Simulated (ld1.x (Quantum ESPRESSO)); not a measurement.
# Pseudopotential generation for Hf (Z = 72): ultrasoft, PBE, scalar-relativistic.

| Property | Result |
| --- | --- |
| Element | hafnium (Hf) |
| Generator | ld1.x (Quantum ESPRESSO) 7.5 |
| Type | ultrasoft |
| Functional | PBE |
| Relativity | scalar-relativistic |
| Frozen core | [Kr] 4d10 4f14 5s2 |
| Valence charge | 10 |
| Reference configuration | 5p6 5d2 6s1 6p0 (charge +1) |
| Partial waves | 6s (bound): rcut 2.30, rcutus 2.90 bohr; 6s channel at 3.6 Ry: rcut 2.30, rcutus 2.90 bohr; 5p (bound): rcut 1.75, rcutus 2.00 bohr; 6p (bound, empty): rcut 1.75, rcutus 2.00 bohr; 5d (bound): rcut 3.00, rcutus 3.35 bohr; 5d channel at 1.9 Ry: rcut 3.00, rcutus 3.35 bohr; 5f channel at 0.25 Ry: rcut 2.00, rcutus 2.75 bohr; 5f channel at 1.8 Ry: rcut 2.00, rcutus 2.75 bohr |
| Local potential | all-electron potential smoothed inside 2.45 bohr (lloc = -2) |
| Core correction | Bessel-smoothed model core inside 1.05 bohr |
| Augmentation charge | PSQ, inside the norm-conserving radii |

Poles of the logarithmic derivatives, all-electron (AE) and pseudo (PS). Narrow ghost or core levels that the grid stepped over were put in at their known energies. s: poles at -0.1, 4.3 (AE) and -0.1, 4.3 (PS) Ry. p: poles at -3.1, 0.8 (AE) and -3.1, 0.8 (PS) Ry. d: poles at -0.5, 2.5 (AE) and -0.5, 2.5 (PS) Ry. f: poles at -1.7, 1.7 (AE) and 1.7 (PS) Ry. Test radius 3.64 bohr.

- Cutoffs needed: 21 Ry and 35 Ry (the cutoffs (Ry, on a coarse ladder) from which the occupation-weighted sum of valence levels, in a spherical-Bessel basis at the reference potential, stays within 10 and 1 mRy of its value at 400 Ry)
- Ghost test: no extra level below or beside the all-electron valence levels (s, p, d, f tested) (spherical-Bessel basis up to 400 Ry, 20 bohr box)
- Largest excitation error: -448 meV (all-electron minus pseudo) for 5p6 5d1 6s0 6p0, out of 7 test configurations
- Lowest eigenvalue of the overlap operator: 0.11 (p channel)
- Density cutoff estimated by the generator: 159 Ry
